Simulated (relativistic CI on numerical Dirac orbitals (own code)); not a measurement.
## Calculated levels, Ba²⁹⁺

Computed by Dirac-Coulomb-Breit CI, KLI orbitals optimised for each configuration, QED by a radiative potential, unscaled Slater integrals (own radial code, finite nucleus).

CI space (outside the closed core [Ne]): 3s2.3p6.3d9, 3s2.3p5.3d10, 3s.3p6.3d10, 3s2.3p6.3d8.4s, 3s2.3p6.3d8.4p, 3s2.3p6.3d8.4d, 3s2.3p4.3d10.4s, 3s2.3p6.3d8.4f, 3s2.3p5.3d9.4s, 3s2.3p4.3d10.4p, 3s2.3p5.3d9.4p, 3s2.3p6.3d7.4s2, 3s2.3p4.3d10.4d, 3s.3p5.3d10.4s, 3s2.3p6.3d7.4s.4p, 3s.3p5.3d10.4p, 3s2.3p6.3d8.5s, 3s2.3p5.3d9.4d, 3s2.3p6.3d7.4p2, 3s.3p6.3d9.4s, 3s2.3p6.3d8.5p, 3s2.3p6.3d7.4s.4d, 3s.3p5.3d10.4d, 3p6.3d10.4s, 3s2.3p6.3d8.5d, 3s.3p6.3d9.4p, 3s2.3p6.3d7.4p.4d, 3s2.3p5.3d9.4f, 3s2.3p5.3d8.4s2, 3s2.3p6.3d8.5f, 3p6.3d10.4p, 3s2.3p6.3d8.5g, 3s2.3p5.3d8.4s.4p, 3s2.3p6.3d7.4d2, 3s.3p6.3d9.4d, 3p6.3d10.4d. Levels of other configurations are missing.

The lowest level is 3s2.3p6.3d9 2D_5/2, with 100 % of that term; Hund's rules for 3s2.3p6.3d9 give 2D with J = 5/2, in agreement.

| No. | Configuration | Term | J | E (Ry) | % | Next component (%) | Landé g |
| --- | --- | --- | --- | --- | --- | --- | --- |
| 1 | 3s2.3p6.3d9 | 2D | 5/2 | 0.0000 | 100 |  | 1.195 |
| 2 | 3s2.3p6.3d9 | 2D | 3/2 | 1.2040 | 100 |  | 0.794 |
| 3 | 3s2.3p5.3d10 | 2P° | 3/2 | 20.1596 | 100 |  | 1.328 |
| 4 | 3s2.3p5.3d10 | 2P° | 1/2 | 25.8837 | 100 |  | 0.658 |
| 5 | 3s.3p6.3d10 | 2S | 1/2 | 36.9898 | 100 |  | 1.994 |
| 6 | 3s2.3p6.3d8.4s | 4F | 9/2 | 51.4496 | 94 | 6 2G | 1.315 |
| 7 | 3s2.3p6.3d8.4s | 2F | 7/2 | 51.6009 | 61 | 31 4F | 1.149 |
| 8 | 3s2.3p6.3d8.4s | 2D | 5/2 | 51.9462 | 49 | 38 4P | 1.316 |
| 9 | 3s2.3p6.3d8.4s | 2D | 3/2 | 51.9943 | 53 | 23 2P | 0.909 |
| 10 | 3s2.3p6.3d8.4s | 4F | 7/2 | 52.6340 | 67 | 32 2F | 1.202 |
| 11 | 3s2.3p6.3d8.4s | 4F | 5/2 | 52.6575 | 66 | 32 2F | 0.980 |
| 12 | 3s2.3p6.3d8.4s | 4P | 1/2 | 52.7766 | 57 | 30 2S | 2.205 |
| 13 | 3s2.3p6.3d8.4s | 4P | 5/2 | 53.0739 | 49 | 32 2F | 1.269 |
| 14 | 3s2.3p6.3d8.4s | 4F | 3/2 | 53.0949 | 39 | 30 4P | 1.063 |
| 15 | 3s2.3p6.3d8.4s | 4P | 3/2 | 53.3280 | 62 | 34 2P | 1.541 |
| 16 | 3s2.3p6.3d8.4s | 2P | 1/2 | 53.4372 | 75 | 24 4P | 1.155 |
| 17 | 3s2.3p6.3d8.4s | 2G | 9/2 | 53.4549 | 94 | 6 4F | 1.120 |
| 18 | 3s2.3p6.3d8.4s | 2G | 7/2 | 53.4694 | 92 | 6 2F | 0.903 |
| 19 | 3s2.3p6.3d8.4s | 2D | 3/2 | 54.1156 | 44 | 39 4F | 0.732 |
| 20 | 3s2.3p6.3d8.4s | 2D | 5/2 | 54.1452 | 41 | 30 2F | 1.102 |
| 21 | 3s2.3p6.3d8.4s | 2S | 1/2 | 55.4094 | 69 | 19 4P | 1.966 |
| 22 | 3s2.3p6.3d8.4p | 4D° | 7/2 | 55.6310 | 56 | 21 4F° | 1.310 |
| 23 | 3s2.3p6.3d8.4p | 2G° | 9/2 | 55.7333 | 41 | 31 4G° | 1.165 |
| 24 | 3s2.3p6.3d8.4p | 2D° | 3/2 | 56.1024 | 36 | 29 2P° | 1.194 |
| 25 | 3s2.3p6.3d8.4p | 2F° | 5/2 | 56.1394 | 40 | 26 2D° | 1.053 |
| 26 | 3s2.3p6.3d8.4p | 4D° | 5/2 | 56.8217 | 39 | 38 4F° | 1.133 |
| 27 | 3s2.3p6.3d8.4p | 4G° | 7/2 | 56.8258 | 59 | 18 2G° | 1.018 |
| 28 | 3s2.3p6.3d8.4p | 2P° | 1/2 | 56.8971 | 50 | 35 4D° | 0.707 |
| 29 | 3s2.3p6.3d8.4p | 4D° | 3/2 | 57.2215 | 29 | 26 4P° | 1.191 |
| 30 | 3s2.3p6.3d8.4p | 4G° | 5/2 | 57.2961 | 28 | 20 2D° | 1.051 |
| 31 | 3s2.3p6.3d8.4p | 4G° | 11/2 | 57.4121 | 93 | 7 2H° | 1.256 |
| 32 | 3s2.3p6.3d8.4p | 4P° | 1/2 | 57.4175 | 60 | 29 4D° | 1.813 |
| 33 | 3s2.3p6.3d8.4p | 4F° | 9/2 | 57.5373 | 62 | 20 2H° | 1.206 |
| 34 | 3s2.3p6.3d8.4p | 2F° | 7/2 | 57.5474 | 46 | 34 4D° | 1.195 |
| 35 | 3s2.3p6.3d8.4p | 4D° | 3/2 | 57.5715 | 46 | 20 2P° | 1.244 |
| 36 | 3s2.3p6.3d8.4p | 2H° | 9/2 | 57.6423 | 57 | 35 2G° | 1.001 |
| 37 | 3s2.3p6.3d8.4p | 2D° | 5/2 | 57.6544 | 70 | 15 4D° | 1.174 |
| 38 | 3s2.3p6.3d8.4p | 2F° | 7/2 | 57.7192 | 79 | 14 2G° | 1.114 |
| 39 | 3s2.3p6.3d8.4p | 2D° | 5/2 | 57.9360 | 59 | 20 4P° | 1.216 |
| 40 | 3s2.3p6.3d8.4p | 2F° | 7/2 | 58.0295 | 51 | 32 4D° | 1.201 |
| 41 | 3s2.3p6.3d8.4p | 2P° | 3/2 | 58.0825 | 51 | 24 2D° | 1.190 |
| 42 | 3s2.3p6.3d8.4p | 2P° | 1/2 | 58.1055 | 54 | 23 4D° | 0.815 |
| 43 | 3s2.3p6.3d8.4p | 4G° | 5/2 | 58.2637 | 39 | 28 2F° | 0.877 |
| 44 | 3s2.3p6.3d8.4p | 4F° | 3/2 | 58.4344 | 36 | 30 2P° | 0.943 |
| 45 | 3s2.3p6.3d8.4p | 4G° | 9/2 | 58.5911 | 66 | 27 2G° | 1.161 |

Energies count from the lowest computed level; ° marks odd parity.

The mean weight of the leading LS term, summed over parents, in these 45 levels is 61 %, and that of the leading jj configuration (from the same eigenvectors) 92 %, so jj coupling describes them better and the LS labels are nominal.

At this charge energies of transitions that change n are usually good to better than 1 %, and those within a shell (Δn = 0) to a few per cent.

LS names give the leading component of a level, which can be under half, so a name can repeat, a term be missing and a line seem to break the LS rules.
